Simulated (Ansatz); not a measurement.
System: BNHCl2, charge 0, multiplicity 2. SMILES: [NH]B(Cl)Cl
Geometry: optimised at B3LYP-D3(BJ)/def2-TZVP (Ansatz, a program for electronic structure).

Property: enthalpy of formation at 298 K, in kcal/mol. Set-up: six Cartesian d functions in 6-31G* and its kin unless marked 5d; 6-311+G** with 5d, 6d on Na to Ar in Ansatz; valence correlation only; LANL2DZ with its own core potentials from Na on; spin-orbit terms left out; UHF or UKS for open shells; non-relativistic. CBS marks a two-point X^-3 extrapolation of the correlation energy; Hartree-Fock from the larger set (for Q and 5 zeta extrapolated as (X+1)exp(-9√X)). First-principles rows: single points at B3LYP-D3(BJ) geometries (Ansatz), with unscaled harmonic terms from B3LYP/6-31G* (Ansatz) at its own minima, enthalpies of formation by atomisation with measured atoms.

Coupled cluster (Ansatz) is a level with limits of its own, used here on species with T1 under 0.025 (0.045 for open shells) and stable references: CCSD(T)/CBS(cc-pV(Q+d)Z,cc-pV(5+d)Z).

Value to compare with, CCSD(T)/CBS(cc-pV(Q+d)Z,cc-pV(5+d)Z) (Ansatz): -29.9 kcal/mol.

| level | program | enthalpy of formation at 298 K (kcal/mol) | difference |
|---|---|---|---|
| MP2/STO-3G | Ansatz | 12.6 | 42.5 |
| MP2/3-21G | Ansatz | 59.8 | 89.7 |
| MP2/LANL2DZ | Ansatz | 68.5 | 98.4 |
| MP2/6-31G* | Ansatz | -4.6 | 25.3 |
| MP2/6-311+G** | Ansatz | -13.6 | 16.3 |

Among the 5 habitual levels, MP2/LANL2DZ lies farthest from CCSD(T)/CBS(cc-pV(Q+d)Z,cc-pV(5+d)Z) (Ansatz) (98.4 kcal/mol) and MP2/6-311+G** nearest (16.3); 5 of 5 lie above it, and their mean absolute difference is 54.4 kcal/mol, the median 42.5. One case shows no general order.

The sets are all those run for this method; left out are runs that failed, that the program found above a lower state of the same kind, or whose <S^2> lies over 0.5 above the pure value.
